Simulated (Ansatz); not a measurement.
Species: C₃H₅O₂, net charge 0, doublet state. It need not be the lowest isomer of its formula. 
Coordinates optimised at B3LYP-D3(BJ)/def2-TZVP (Ansatz, an electronic-structure program):
```xyz
10

C     -1.9580     0.1829     0.3853
C     -0.6948     0.6055    -0.2506
C      0.5331    -0.1247    -0.0515
O      0.6565    -1.1247     0.6306
O      1.5843     0.4263    -0.7215
H     -2.3564     0.9767     1.0278
H     -1.8127    -0.7158     0.9815
H     -2.7298    -0.0091    -0.3690
H     -0.6638     1.4817    -0.8848
H      2.3551    -0.1278    -0.5275
```
Charge 0, spin multiplicity 2.

Total electronic energies in hartree. Correlated levels leave the core frozen unless marked. UHF or UKS for open shells. No spin-orbit coupling. Non-relativistic. CBS(X,Y): correlation extrapolated as X^-3; Hartree-Fock from the larger set. [CCSD(T)-MP2]/basis is that difference in the basis named.

```tsv
level	program	energy (Eh)
HF/6-31G*	Ansatz	-266.22475
RI-HF/cc-pVQZ	Ansatz	-266.34868
r2SCAN/def2-TZVPD	Ansatz	-267.72032
B3LYP-D3(BJ)/def2-TZVPD	Ansatz + dftd3	-267.87501
B3LYP-D4/def2-TZVPD	Ansatz + dftd4	-267.87380
PBE0/def2-SVP	Ansatz	-267.25188
PBE0-D4/def2-TZVP	Ansatz + dftd4	-267.56168
B2GP-PLYP-D4/def2-TZVPD	Ansatz + dftd4	-267.60227
B2PLYP-D4/def2-TZVPD	Ansatz + dftd4	-267.65637
MP2/cc-pVDZ	Ansatz	-266.99670
RI-MP2/cc-pVTZ	Ansatz	-267.26412
CCSD/6-31G*	Ansatz	-266.97266
CCSD/cc-pVTZ	Ansatz	-267.29316
CCSD(T)/cc-pVTZ	Ansatz	-267.33304
RI-MP2/CBS(cc-pVTZ,cc-pVQZ)+[CCSD(T)-MP2]/cc-pVTZ	Ansatz	-267.4694
```

Totals of different functionals don't rank their quality; only differences between species are comparable.
